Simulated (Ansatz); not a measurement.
`[SiH3]P[SiH3]` + `CC[TeH]` → `CC[Te][SiH3]` + `[SiH3]P` at 600 K and 1 bar (cleavage of the Si–P bond).

Program: Ansatz. Geometries: PBE0-D4/def2-TZVP. ΔE: electronic, gas phase. CCSD(T)/CBS is the MP2 limit (def2-TZVPP, def2-QZVPP) plus CCSD(T) − MP2 in def2-TZVPP, frozen cores. This one scheme is used for every species. Elements past krypton have def2 core potentials. For Te outer-core shells are correlated without core-valence functions, which leaves a few kJ/mol of doubt a bond. Each species was taken in one conformer, which may not be the lowest.

| species | CCSD(T)/CBS energy (Eh) | H − E (kJ/mol) | S (J/(mol·K)) |
| --- | --- | --- | --- |
| `[SiH3]P[SiH3]` | -923.30091 | 217.5 | 434.1 |
| `CC[TeH]` | -347.43450 | 234.4 | 378.8 |
| `CC[Te][SiH3]` | -637.73763 | 302.9 | 472.8 |
| `[SiH3]P` | -633.00997 | 151.6 | 340.7 |

H − E and S are ideal-gas, rigid-rotor, harmonic terms from PBE0-D4/def2-TZVP, for one conformer and one mirror image of each species. 1 Eh = 2625.50 kJ/mol, R = 8.31446 J/(mol·K).

Question: By hand: ΔE, ΔH, ΔS and ΔG.

Answer: ΔE = (-637.73763) + (-633.00997) − (-923.30091) − (-347.43450) = -0.01219 Eh = -32.0 kJ/mol. Δ(H − E) = 302.9 + 151.6 − 217.5 − 234.4 = 2.6, so ΔH = -29.4 kJ/mol. ΔS = 472.8 + 340.7 − 434.1 − 378.8 = 0.6 J/(mol·K). ΔG = -29.4 − 600 × (0.6)/1000 = -29.8 kJ/mol.

Question: By hand: the equilibrium constant, and the temperature at which ΔG would vanish if ΔH and ΔS stayed fixed.

Answer: log₁₀ K = −ΔG/(RT ln 10) = 2.6. ΔH and −TΔS have one sign here, so there is no such temperature.

The number of gas molecules stays the same, so ΔS is small and ΔH decides. A doubt of 5 kJ/mol in ΔE shifts log₁₀ K by 0.4 here. Other conformers and mirror images would add mixing entropy, several J/(mol·K) or more a flexible species. Modes under 60 cm⁻¹, often nearly free rotors, make the harmonic entropy too high. These are equilibria of isolated gas molecules and say nothing of rates. Largest T1 diagnostic: 0.013 (customary marks: 0.02 for closed shells, 0.045 for open ones).

ΔS is within the doubt of such terms, so its sign, and with it that verdict, could turn.
